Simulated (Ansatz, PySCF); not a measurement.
C₅H₇F, SMILES C(/C=C/C)=C/F. Atoms are numbered in the order given.

```xyz
13

C     -0.4477    -2.8849     0.0000
C      0.4155    -1.6631     0.0000
C     -0.0356    -0.3952     0.0000
C      0.8250     0.7759     0.0000
C      0.3930     2.0438     0.0000
F     -0.9122     2.3545     0.0000
H     -1.5177    -2.6269     0.0000
H     -0.2470    -3.5169    -0.8834
H     -0.2470    -3.5169     0.8834
H      1.5008    -1.8304     0.0000
H     -1.1151    -0.2090     0.0000
H      1.9091     0.6288     0.0000
H      1.0354     2.9282     0.0000
```
Charge 0, spin multiplicity 1.

Geometry: B3LYP-D3(BJ)/def2-SVP. The structure was generated by enumeration; whether it is a known compound was not checked. Other conformers were not sampled.

Two levels are set side by side: PBE-D3(BJ)/def2-SVP (Ansatz, an electronic-structure program) and B3LYP-D3(BJ)/def2-SVP (Ansatz). Each level has its own optimised geometry; the coordinates shown are those of the second. Frequencies come from the Hessian of PySCF at each geometry. Differences are taken from unrounded values.

```json
[
 {"quantity": "mean bond length (Å)", "B3LYP-D3(BJ)": "1.222"},
 {"quantity": "bond C1–C2 (Å)", "B3LYP-D3(BJ)": "1.496"},
 {"quantity": "bond C2–C3 (Å)", "B3LYP-D3(BJ)": "1.346"},
 {"quantity": "bond C3–C4 (Å)", "B3LYP-D3(BJ)": "1.453"},
 {"quantity": "bond C4–C5 (Å)", "B3LYP-D3(BJ)": "1.339"},
 {"quantity": "bond C5–F6 (Å)", "B3LYP-D3(BJ)": "1.342"},
 {"quantity": "bond C1–H7 (Å)", "B3LYP-D3(BJ)": "1.101"},
 {"quantity": "bond C1–H8 (Å)", "B3LYP-D3(BJ)": "1.105"},
 {"quantity": "bond C1–H9 (Å)", "B3LYP-D3(BJ)": "1.105"},
 {"quantity": "bond C2–H10 (Å)", "B3LYP-D3(BJ)": "1.098"},
 {"quantity": "bond C3–H11 (Å)", "B3LYP-D3(BJ)": "1.095"},
 {"quantity": "bond C4–H12 (Å)", "B3LYP-D3(BJ)": "1.094"},
 {"quantity": "bond C5–H13 (Å)", "B3LYP-D3(BJ)": "1.093"},
 {"quantity": "highest harmonic wavenumber (cm⁻¹)", "B3LYP-D3(BJ)": "3210"},
 {"quantity": "mean harmonic wavenumber (cm⁻¹)", "B3LYP-D3(BJ)": "1407"},
 {"quantity": "zero-point energy (kcal/mol)", "B3LYP-D3(BJ)": "66.38"}
]
```

Task: What does PBE-D3(BJ) give, and how far is it from B3LYP-D3(BJ)? (An estimate is asked for; the answer gives what the named calculation found.)

Result: 
```csv
quantity,PBE-D3(BJ),PBE-D3(BJ) minus B3LYP-D3(BJ)
mean bond length (Å),1.229,0.007
bond C1–C2 (Å),1.495,-0.001
bond C2–C3 (Å),1.357,0.011
bond C3–C4 (Å),1.451,-0.003
bond C4–C5 (Å),1.351,0.012
bond C5–F6 (Å),1.346,0.005
bond C1–H7 (Å),1.108,0.007
bond C1–H8 (Å),1.112,0.008
bond C1–H9 (Å),1.112,0.008
bond C2–H10 (Å),1.106,0.008
bond C3–H11 (Å),1.104,0.009
bond C4–H12 (Å),1.102,0.008
bond C5–H13 (Å),1.102,0.009
highest harmonic wavenumber (cm⁻¹),3134,-76
mean harmonic wavenumber (cm⁻¹),1369,-38
zero-point energy (kcal/mol),64.58,-1.80
```

Exact exchange shortens and stiffens bonds; PBE has none. Differences between two approximate levels are no errors against the true value.
